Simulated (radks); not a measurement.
Sr4+, 34 electrons, occupied as [Ar] 3d10 4s2 4p4. Method: scalar-relativistic Kohn-Sham, OLYP, spin-polarised, spherical densities, finite nucleus; open shells are filled with parallel spins first (spin-orbit coupling, left out, can overturn this in heavy ions); Fermi nuclear charge, rms radius 4.224 fm; computed with a radial shooting solver on a logarithmic mesh with Libxc functionals.

Normalised radial functions P(r) = r R(r), r in bohr:

```
   r/bohr * 3d down (the largest magnitude, 1.41, reaches the edge; | marks zero)
 0.004449 *
 0.005839 *
 0.007665 *
 0.009981 *
   0.0131 *
   0.0172 *
  0.02257 *
  0.02939 |*
  0.03858 | *
  0.05063 |  *
  0.06646 |     *
  0.08724 |         *
   0.1136 |                *
   0.1491 |                         *
   0.1957 |                                     *
   0.2569 |                                               *
   0.3345 |                                                      *
   0.4391 |                                                     *
   0.5763 |                                             *
   0.7564 |                              *
   0.9929 |                *
    1.293 |      *
    1.697 | *
    2.228 *
    2.924 *
    3.807 *
    4.997 *
    6.559 *
```

3d down: eigenvalue -176.50 eV, 0 radial nodes, <r> = 0.494 bohr, 90 % of the charge inside 0.799 bohr.
